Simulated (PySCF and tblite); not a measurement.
C₄H₇FO₂, numbered as in [F:1][CH:2]1[CH2:3][O:4][CH2:5][O:6][CH2:7]1. The ensemble was built from 90 distance-geometry starts (ETKDG and KDG, MMFF94s, GFN2-xTB) and rests on PBE0-D3(BJ)/def2-SVP geometries. Weights use PBE0-D3(BJ)/def2-TZVP energies plus GFN2-xTB zero-point and thermal terms (modes under about 100 cm⁻¹ blended into free rotors). Symmetry numbers and mirror images are counted. Conformers within 4 kcal/mol (GFN2-xTB free energy) were kept, 7 at most. GIAO shieldings: PBE0/pcSseg-1. Couplings: B3LYP/pcSseg-1 with pcJ-1 on H, F (gas phase; spin-dipole term only for pairs with B, N, F, Si or P). Shifts are against TMS (¹H), TMS (¹³C), CFCl3 (¹⁹F) at the same level; of two unlike H on one atom, a is the less shielded. Codes: tblite and PySCF.

The 6-ring runs over atoms 2–3–4–5–6–7. Of a mirror pair one member is shown.

Two conformers hold nearly all the population. I: 6-ring chair (F1 axial); δ(H3b/H7b) = 4.20 ppm. II: 6-ring chair (all substituents equatorial); δ(H3b/H7b) = 3.13 ppm. The average over the ensemble at 298.15 K is 3.58 ppm.

Task: What populations and free-energy difference follow from a two-state model?

Result: p(I) = (3.58 − 3.13)/(4.20 − 3.13) = 0.42, so K = p(II)/p(I) = 1.38 and G(II) − G(I) = −RT ln K = -0.19 kcal/mol. The weights computed directly are 41.9 % and 57.9 %, with 0.3 % in minor conformers.
